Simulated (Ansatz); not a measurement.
**Abstraction of Cl: SnH2Cl2 + CBrCl2 → SnH2Cl + CBrCl3**

Species: SnH2Cl2 `[Cl][SnH2][Cl]`, singlet; CBrCl2 `Cl[C](Cl)Br`, doublet; SnH2Cl `[Cl][SnH2]`, doublet; CBrCl3 (bromotrichloromethane) `ClC(Cl)(Cl)Br`, singlet. A radical takes Cl: the energy is the difference in strength between the Sn–Cl bond broken and the C–Cl bond made.

Shapes, held fixed at every level: PBE0-D4/def2-TZVP. Programs: Ansatz 0.2.0. The zero-point and thermal change to 298 K, harmonic and unscaled (PBE0-D4/def2-TZVP), is -2.1 kJ/mol.

| level | kind | ΔH(298 K) (kJ/mol) | less CCSD(T)/def2-TZVPP |
| --- | --- | --- | --- |
| MP2/def2-SVP | perturbation theory | +85.0 | -14.6 |
| HF/def2-SVP | Hartree–Fock | +147.0 | +47.4 |
| r2SCAN-D4/def2-TZVPP | meta-GGA | +109.2 | +9.6 |
| B3LYP-D4/def2-TZVPP | global hybrid | +102.6 | +3.0 |
| r2SCAN0-D4/def2-TZVPP | global hybrid | +115.1 | +15.5 |
| wB97X-V/def2-TZVPP | range-separated hybrid | +108.9 | +9.3 |
| CCSD/def2-TZVPP | coupled cluster or CI | +106.5 | +6.9 |
| CCSD(T)/def2-TZVPP | coupled cluster or CI | +99.6 | 0.0 |

The highest level, CCSD(T)/def2-TZVPP, gives ΔH(298 K) = +99.6 kJ/mol; the levels span +85.0 to +147.0. The column of differences is taken from that level and isn't an error. No measured value is set beside it here. Open shells run unrestricted. For atoms past krypton def2 sets carry core potentials with scalar relativity. Relativity is left out for Br. Outer-core shells of Br, Sn are correlated, in sets that cover them unevenly.
